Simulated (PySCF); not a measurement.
C₆H₆N, SMILES Nc1cc[c]cc1, multiplicity 2. Coordinates come from a r2SCAN-D4/def2-SVP optimisation. The isomer is the one that the SMILES or the coordinates give; other isomers of the formula were not compared. One conformer was computed; it need not be the lowest.

Computed equilibrium geometry at r2SCAN-D4/def2-SVP (PySCF confirms it by a frequency run) as a Z-matrix, and its point group (one conformer of several):
point group Cs.
```
C
N 1 1.3877
H 2 1.0135 1 115.79
H 2 1.0135 3 112.54 1 136.37
C 1 1.4114 2 120.49 3 -23.86
H 5 1.0958 1 119.40 2 2.44
C 5 1.4022 6 119.85 1 179.73
C 7 1.3804 5 117.52 6 -179.71
C 8 1.3804 7 124.49 5 -0.12
H 9 1.0948 8 122.40 7 -179.80
H 7 1.0948 8 122.40 9 179.80
C 9 1.4022 10 120.08 8 -179.91
H 12 1.0958 9 119.85 10 -0.38
```
Charge 0, spin multiplicity 2.
